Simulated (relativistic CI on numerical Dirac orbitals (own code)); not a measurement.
## Rh3+: 4s photoemission

Computed with this model: Dirac-Coulomb-Breit CI, separate exchange-only KLI orbitals for each configuration, QED by a radiative potential, valence Slater integrals scaled by 0.8, multiplet model of photoemission in the sudden approximation; configurations [Kr] 4d6 → [Ar] 3d10 4s 4p6 4d6; 80 K; Lorentzian 2.8 eV and Gaussian 0.6 eV FWHM. Energies are those of the free ion, without screening or charge transfer. The energies are binding energies and can lie tens of eV above those of solids. Without intra-shell correlation the exchange splitting of an s hole comes out too large, often by half or more. S is read from ⟨S²⟩ = S(S + 1).

Field parameters in Wybourne normalisation: D4h B²₀ = −7Ds, B⁴₀ = 21(Dq − Dt), B⁴₄ = 21√(5/14) Dq. The field is a parameter set, without covalency.

free ion: ground-state S = 1.98, centroid 134.50 eV. Peaks (eV, height): 131.4 (100), 139.0 (66).

D4h, 10Dq = 32750, Ds = -1500, Dt = 590 cm⁻¹: ground-state S = 0.04, centroid 134.74 eV. Peaks (eV, height): 134.6 (100).

Strongest unbroadened transitions for D4h, 10Dq = 32750, Ds = -1500, Dt = 590 cm⁻¹:

```csv
Energy (eV),Relative strength
134.61,100.0
134.70,6.8
134.75,90.0
135.44,0.8
135.55,7.8
135.58,0.0
135.61,0.1
135.74,0.0
136.11,0.2
136.28,2.0
140.15,0.2
140.72,0.1
140.86,0.0
```
